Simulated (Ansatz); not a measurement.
The same substitution along the group F, Cl, Br.

Program: Ansatz. Geometries: PBE0-D4/def2-TZVP. ΔE: electronic, gas phase. CBS: MP2 limit from def2 TZ/QZ plus the TZ coupled-cluster correction, frozen cores. This one scheme is used for every species. Functionals use def2-TZVPP. def2 core potentials past Kr. For Br, Cd outer-core shells are correlated without core-valence functions, which leaves a few kJ/mol of doubt a bond. Scalar relativity is left out up to krypton. Each species was taken in one conformer, which may not be the lowest.

```tsv
reaction	CCSD(T)/CBS(def2) (kcal/mol)
`C[Si](N)(O)F` + `[NH2][Cd][OH]` → `C[O][Cd][NH2]` + `N[SiH](O)F`	28.6
`C[Si](N)(O)Cl` + `[NH2][Cd][OH]` → `C[O][Cd][NH2]` + `N[SiH](O)Cl`	29.0
`C[Si](N)(O)Br` + `[NH2][Cd][OH]` → `C[O][Cd][NH2]` + `N[SiH](O)Br`	?
```

Question: Fill in the missing values. (Estimate.)

Answer: The calculation gave: `C[Si](N)(O)Br` + `[NH2][Cd][OH]` → `C[O][Cd][NH2]` + `N[SiH](O)Br`: +29.5 kcal/mol.

Largest T1 diagnostic: 0.016, for `C[O][Cd][NH2]`.
